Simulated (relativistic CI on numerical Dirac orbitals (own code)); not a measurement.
Slater and spin-orbit integrals, Bi XXXII

Computed by Dirac-Coulomb-Breit CI, orbitals from a KLI potential per configuration, a model potential for QED, unscaled Slater integrals (own radial code, finite nucleus).

Slater integrals F^k, G^k are unscaled and averaged over j, outside the closed core [Ar] 3d10 4p6 4d10; ζ comes from projecting the Hamiltonian with its Breit term on Σ l·s of the shell.

- 4s²4f⁶: F^2(4f,4f) = 279320, F^4(4f,4f) = 181940, F^6(4f,4f) = 133010, ζ(4f) = 15957 cm⁻¹; <r>(4f) = 0.3748, <r^2>(4f) = 0.1611 (bohr units).
- 4s²4f⁵5s: F^2(4f,4f) = 281900, F^4(4f,4f) = 183730, F^6(4f,4f) = 134350, ζ(4f) = 16297, G^3(4f,5s) = 38355 cm⁻¹; <r>(4f) = 0.3719, <r^2>(4f) = 0.1586, <r>(5s) = 0.673, <r^2>(5s) = 0.5049 (bohr units).
- 4s²4f⁴5s²: F^2(4f,4f) = 284680, F^4(4f,4f) = 185660, F^6(4f,4f) = 135800, ζ(4f) = 16640 cm⁻¹; <r>(4f) = 0.3688, <r^2>(4f) = 0.1558 (bohr units).

Averages of the first 6 configurations, taken without configuration mixing, which lowers the lowest level and can move excited configurations by several eV; other configurations of the list can lie among them:

```csv
Configuration,Parity,States,Average energy above the lowest level (eV)
4s²4f⁶,even,3003,36.2
4s²4f⁵5s,odd,4004,217.5
4s²4f⁴5s²,even,1001,410.9
4s4f⁷,odd,6864,830.7
4s²4f⁵6s,odd,4004,592.8
4f⁸,even,3003,1628.1
```
